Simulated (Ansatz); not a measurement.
One change: `O[SiH2]/C=C/Cl` becomes `O[SiH2]/C=[CH]\[GeH2][OH]`.

Ansatz, PBE0-D4/def2-TZVP geometries, multiplicity 1. Each molecule was computed in one conformer, which needn't be the lowest.

Scalar relativity is left out up to krypton.

```json
{"property": "size of the dipole moment (B3LYP/def2-TZVPP) / D", "`O[SiH2]/C=C/Cl`": "1.46"}
{"property": "HOMO energy (PBE0/def2-TZVPP) / eV", "`O[SiH2]/C=C/Cl`": "-7.62"}
{"property": "size of the dipole moment (PBE/def2-TZVPP) / D", "`O[SiH2]/C=C/Cl`": "1.40"}
{"property": "LUMO energy (PBE0/def2-TZVPP) / eV", "`O[SiH2]/C=C/Cl`": "-0.73"}
{"property": "HOMO–LUMO gap (PBE/def2-TZVPP) / eV", "`O[SiH2]/C=C/Cl`": "4.78"}
{"property": "HOMO–LUMO gap (B3LYP/def2-TZVPP) / eV", "`O[SiH2]/C=C/Cl`": "6.46"}
```

Give the same properties after the change, and the shifts. (Estimate.)

Ansatz gave: 
| property | `O[SiH2]/C=[CH]\[GeH2][OH]` | shift |
| --- | --- | --- |
| size of the dipole moment (B3LYP/def2-TZVPP) / D | 2.11 | 0.65 |
| HOMO energy (PBE0/def2-TZVPP) / eV | -7.79 | -0.17 |
| size of the dipole moment (PBE/def2-TZVPP) / D | 1.96 | 0.56 |
| LUMO energy (PBE0/def2-TZVPP) / eV | -0.86 | -0.13 |
| HOMO–LUMO gap (PBE/def2-TZVPP) / eV | 4.55 | -0.23 |
| HOMO–LUMO gap (B3LYP/def2-TZVPP) / eV | 6.52 | 0.06 |

Dipoles are sizes alone; their direction can turn.

B3LYP here is the variant with VWN-RPA as its local correlation; programs differ in this.
